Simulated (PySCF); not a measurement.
# Ionising LiPb

UHF-CCSD(T); PySCF, scalar-relativistic core potentials, basis sets Li cc-pVDZ, Pb cc-pVDZ-PP with ECP60. Neutral (UHF): quartet (σ ↑, π ↑↑), Re = 2.664 Å, ωe = 348 cm⁻¹, De = 1.33 eV.

LiPb⁺ (UHF): triplet (σ ↑, π ↑), Re = 3.084 Å, ωe = 225 cm⁻¹. The energies at the minima are -199.38469 hartree for LiPb and -199.17189 for LiPb⁺.

Work out the adiabatic ionisation energy, without and with harmonic zero-point energies (1 hartree = 27.2114 eV, 1 eV = 8065.5 cm⁻¹), and the change of the bond length.

At UHF-CCSD(T): 0.21280 hartree = 5.791 eV between the minima; the zero-point term (225.0 − 348.0)/2 cm⁻¹ = -0.008 eV makes it 5.783 eV. Re changes by +42.0 pm against the neutral. The electron leaves a π orbital, and the longer bond of the ion fits a bonding orbital, or a change in how ionic the bond is.

Correlated steps freeze 4 core orbitals. Correlated levels converge slowly with the basis: in double zeta they bind strong bonds too weakly, by up to about 1 eV, and carry superposition errors of some tenths. Spin–orbit coupling is left out, which matters for elements this heavy, above all for dissociation energies. States were picked by a PBE0 search and need not be the measured ground states.
